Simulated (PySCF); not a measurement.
AlBH4O4, SMILES O[B](O)[Al]([OH])[OH].

Coordinates come from a ωB97X-D3(BJ)/def2-SVP optimisation. The structure was generated by enumeration; whether it is a known compound was not checked. The values are those of a single conformer.

Level of theory: B3LYP/def2-TZVP in PySCF.

Symmetry labels are those of the subgroup C2 that the program uses (full group C2).

Task: List the valence orbital energies around the gap with their symmetry. (Estimate from the structure and the level; the computed values follow.)

Result: 
```json
[
 {"orbital": "HOMO−7", "symmetry": "B", "energy (eV)": "-10.87"},
 {"orbital": "HOMO−6", "symmetry": "B", "energy (eV)": "-9.69"},
 {"orbital": "HOMO−5", "symmetry": "A", "energy (eV)": "-9.57"},
 {"orbital": "HOMO−4", "symmetry": "A", "energy (eV)": "-9.19"},
 {"orbital": "HOMO−3", "symmetry": "B", "energy (eV)": "-8.83"},
 {"orbital": "HOMO−2", "symmetry": "B", "energy (eV)": "-8.40"},
 {"orbital": "HOMO−1", "symmetry": "A", "energy (eV)": "-8.33"},
 {"orbital": "HOMO", "symmetry": "A", "energy (eV)": "-7.87"},
 {"orbital": "LUMO", "symmetry": "A", "energy (eV)": "-0.21"},
 {"orbital": "LUMO+1", "symmetry": "B", "energy (eV)": "-0.10"},
 {"orbital": "LUMO+2", "symmetry": "B", "energy (eV)": "-0.01"},
 {"orbital": "LUMO+3", "symmetry": "A", "energy (eV)": "0.17"}
]
```
